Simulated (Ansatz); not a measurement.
Zn10O10⁻. Charge -1, multiplicity 2. Geometry PBE-D4/def2-SVP, that of the neutral singlet; atoms count from 1.

Cartesian coordinates in Å:
```
Zn -0.980 -1.387 2.713
Zn 0.969 -2.178 0.303
Zn -1.672 -2.431 0.342
Zn 0.166 -2.038 -2.543
Zn -0.334 1.596 2.264
Zn -2.590 0.442 1.602
Zn -0.870 2.641 -0.235
Zn 1.991 0.888 0.088
Zn 2.232 -0.306 -2.328
Zn 1.197 2.532 -2.040
O -0.130 -2.722 1.731
O -1.254 0.346 3.310
O -2.753 -1.412 1.460
O 2.172 -0.952 -0.398
O -0.477 -2.821 -1.051
O 1.256 -1.164 -3.643
O 0.864 2.106 0.919
O -2.010 2.158 1.165
O -0.437 3.225 -1.921
O 2.660 1.478 -1.736
```

Single mean-field runs in def2-SVP are fitted with def2-universal-jkfit.

(1) Estimate the Mulliken populations from the PBE0/def2-SVP orbitals of Ansatz.

(2) Where does the spin sit?

(3) And the Mayer bond orders between heavy atoms (over 0.3)?

Answers

(1) 
```csv
atom,charge (e),spin (α − β),d electrons
Zn1,0.65,0.10,9.95
Zn2,0.67,0.11,9.95
Zn3,0.66,0.14,9.95
Zn4,0.63,0.11,9.92
Zn5,0.65,0.11,9.95
Zn6,0.67,0.10,9.95
Zn7,0.72,0.05,9.95
Zn8,0.64,0.13,9.95
Zn9,0.70,0.06,9.95
Zn10,0.66,0.05,9.92
O11,-0.76,0.00,–
O12,-0.75,0.00,–
O13,-0.76,0.00,–
O14,-0.78,-0.01,–
O15,-0.78,-0.01,–
O16,-0.75,0.02,–
O17,-0.78,0.00,–
O18,-0.78,0.00,–
O19,-0.76,0.02,–
O20,-0.76,0.00,–
```
Mulliken values depend strongly on the basis.

(2) Summed by element: Zn 0.96, O 0.04, of 1 unpaired in all. Largest on single atoms: Zn3 0.14, Zn8 0.13, Zn4 0.11.

(3) Zn1–O11 0.72 (1.86 Å); Zn1–O12 0.73 (1.85 Å); Zn1–O13 0.37 (2.17 Å); Zn2–O11 0.68 (1.88 Å); Zn2–O14 0.70 (1.86 Å); Zn2–O15 0.41 (2.08 Å); Zn3–O11 0.43 (2.10 Å); Zn3–O13 0.72 (1.86 Å); Zn3–O15 0.62 (1.88 Å); Zn4–O15 0.77 (1.80 Å); Zn4–O16 0.99 (1.78 Å); Zn5–O12 0.71 (1.87 Å); Zn5–O17 0.67 (1.87 Å); Zn5–O18 0.43 (2.08 Å); Zn6–O12 0.38 (2.17 Å); Zn6–O13 0.71 (1.87 Å); Zn6–O18 0.71 (1.86 Å); Zn7–O17 0.36 (2.15 Å); Zn7–O18 0.67 (1.87 Å); Zn7–O19 0.81 (1.84 Å); Zn8–O14 0.62 (1.91 Å); Zn8–O17 0.72 (1.86 Å); Zn8–O20 0.46 (2.03 Å); Zn9–O14 0.46 (2.04 Å); Zn9–O16 0.81 (1.85 Å); Zn9–O20 0.59 (1.93 Å); Zn10–O19 0.99 (1.78 Å); Zn10–O20 0.79 (1.83 Å).
